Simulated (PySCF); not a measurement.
**C9H9: g tensor and hyperfine couplings**

Compound: C₉H₉ (doublet state).
Cartesian coordinates in Å at the GFN2-xTB level; atoms count from 1:
```
atom  x, y, z in Å
C1     3.404   -1.931   -0.304
C2     2.669   -1.238   -1.124
C3     1.547   -0.464   -0.710
C4     0.615    0.185   -0.315
C5    -0.551    0.956    0.093
C6    -1.251    1.417   -1.096
C7    -1.823    1.775   -2.084
C8    -1.484    0.111    0.983
C9    -0.816   -0.250    2.303
H10    3.447   -2.142    0.739
H11    2.870   -1.207   -2.190
H12   -0.210    1.833    0.662
H13   -2.326    2.100   -2.946
H14   -1.758   -0.798    0.444
H15   -2.397    0.682    1.170
H16   -1.482   -0.859    2.910
H17    0.099   -0.811    2.122
H18   -0.563    0.648    2.866
```

The hyperfine couplings belong to this conformer and change with its torsions.

The species is `[H]/[C]=C\C#C[C@@H](C#C)CC` [radical].

The calculation used UKS B3LYP, pcH-1 on C H, non-relativistic, mean-field spin-orbit, GIAO in PySCF 2.14.0. Isolated species at its GFN2-xTB geometry (one conformer only). A GFN2-xTB geometry isn't a minimum of the functional, and hyperfine couplings can be far from their values at a DFT geometry. No stability test was run, so a lower SCF solution isn't excluded.

```
g1, g2, g3        : 2.00179, 2.00222, 2.00272
g_iso             : 2.00225
Form of g         : rhombic: the two nearest values differ by 47 % of g3 − g1
⟨S²⟩              : 0.7628 (exact 0.7500)
α and β electrons : 32, 31
Total energy      : -348.16374 Eh
```

Isotropic coupling and dipolar principal values T1 to T3, in MHz; ρ(0) is the spin density at the nucleus:

| atom | isotope | a_iso | T1 | T2 | T3 | Mulliken spin population | ρ(0) (bohr⁻³) |
| --- | --- | --- | --- | --- | --- | --- | --- |
| C1 | 13C | 331.7 | -85.8 | -59.0 | 144.9 | 1.07 | 0.2951 |
| C2 | 13C | 2.0 | -20.4 | 3.6 | 16.8 | -0.16 | 0.0018 |
| C3 | 13C | 118.6 | -5.9 | -1.6 | 7.5 | 0.06 | 0.1055 |
| C4 | 13C | 6.9 | -9.4 | 2.7 | 6.7 | -0.03 | 0.0061 |
| C5 | 13C | 1.5 | -0.3 | -0.1 | 0.4 | 0.00 | 0.0013 |
| C6 | 13C | 0.5 | -0.1 | -0.1 | 0.2 | 0.00 | 0.0004 |
| C7 | 13C | 0.0 | -0.1 | -0.1 | 0.1 | 0.00 | 0.0000 |
| C8 | 13C | -1.9 | -0.3 | 0.0 | 0.3 | 0.00 | -0.0017 |
| C9 | 13C | 0.0 | -0.1 | -0.1 | 0.2 | 0.00 | 0.0000 |
| H10 | 1H | 41.9 | -33.2 | -8.9 | 42.1 | 0.00 | 0.0094 |
| H11 | 1H | 106.7 | -6.9 | -5.6 | 12.4 | 0.04 | 0.0239 |
| H12 | 1H | -4.9 | -0.4 | -0.4 | 0.8 | 0.00 | -0.0011 |
| H13 | 1H | 0.0 | -0.2 | -0.2 | 0.4 | 0.00 | 0.0000 |
| H14 | 1H | 0.1 | -0.6 | -0.4 | 0.9 | 0.00 | 0.0000 |
| H15 | 1H | -0.1 | -0.2 | -0.2 | 0.4 | 0.00 | 0.0000 |
| H16 | 1H | -0.1 | -0.4 | -0.3 | 0.7 | 0.00 | 0.0000 |
| H17 | 1H | 0.0 | -1.0 | -0.9 | 1.9 | 0.00 | 0.0000 |
| H18 | 1H | 0.0 | -0.4 | -0.4 | 0.8 | 0.00 | 0.0000 |

Largest spin populations (Mulliken): C1 (+1.07), C2 (-0.16) and C3 (+0.06). C1 is the only atom above +0.15.

Axes: g1 points within 2° of the C1–H10 bond and g2 points within 10° of the C2–C3 bond.

Under fast tumbling the dipolar parts average out, and these isotropic splittings remain: 1 × 1H (H11, I = 1/2, 2 lines) with 3.81 mT, 1 × 1H (H10, I = 1/2, 2 lines) with 1.50 mT and 1 × 1H (H12, I = 1/2, 2 lines) with 0.17 mT.

The 13C coupling of C1 (331.7 MHz) shows only in satellite lines or after enrichment, since that isotope makes up about 1.07 % of natural carbon.

The spin density at the nucleus, in bohr⁻³, is negative for C8 (-0.0017) and H12 (-0.0011), for instance. A restricted open-shell determinant has no negative spin density anywhere; here it arises because α and β orbitals differ (spin polarisation).
